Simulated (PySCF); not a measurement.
# Towards the basis-set limit for LiI

State: ¹Σ⁺, singlet, closed shell. De refers to Li + I. RHF-based CCSD(T) in PySCF 2.14 with Li cc-pVTZ, I cc-pVTZ-PP with ECP28 and Li cc-pVQZ, I cc-pVQZ-PP with ECP28 (frozen core orbitals: 10; scalar-relativistic core potentials). Correlation energies are extrapolated as n⁻³ (n = 3, 4), Hartree–Fock as (n+1)·exp(−9√n). CV is the change on freezing 4 orbitals instead, in Li cc-pCVTZ, I cc-pwCVTZ-PP with ECP28.

```csv
Level,Re (Å),ωe (cm⁻¹),ωexe (cm⁻¹),αe (cm⁻¹),De (eV)
CCSD(T)/TZ,2.4237,491.5,2.67,0.00383,3.677
CCSD(T)/QZ,2.4199,491.4,2.75,0.00389,3.807
HF/CBS,2.4200,491.5,2.77,0.00390,2.808
MP2/CBS,2.4191,492.4,2.79,0.00392,3.910
CCSD/CBS,2.4154,494.1,2.79,0.00392,3.821
CCSD(T)/CBS,2.4180,492.1,2.79,0.00393,3.902
CCSD(T)/CBS+CV,2.3976,499.5,2.86,0.00401,3.955
```

Question: How much is left between CCSD(T)/QZ and the basis-set limit, and how much do the triples give at the limit?

Answer: CCSD(T)/CBS less CCSD(T)/QZ: -1.9 mÅ in Re, +0.7 cm⁻¹ in ωe and +0.095 eV in De. CCSD(T)/CBS less CCSD/CBS: +2.6 mÅ in Re, -2.0 cm⁻¹ in ωe and +0.081 eV in De.

Question: What do the later terms add?

Answer: CV: -20.4 mÅ in Re, +7.4 cm⁻¹ in ωe and +0.053 eV in De, each against the row above.

Measured (Huber and Herzberg, Constants of Diatomic Molecules (1979)): Re = 2.391924 Å, ωe = 498.16 cm⁻¹, ωexe = 3.39 cm⁻¹. The last row is off by 5.7 mÅ and 1.4 cm⁻¹.

The T1 diagnostic is 0.007. The open-shell atoms are computed with UHF. Spin–orbit coupling, excitations beyond (T) and corrections to the Born–Oppenheimer picture are left out, and spin–orbit coupling matters for open p, d or f shells this heavy.

The whole job (state search and all basis sets along the bond) took about 5.6 min on 4 threads of Intel Xeon Platinum 8375C @ 2.90GHz (shared host), peak memory 4.5 GiB.
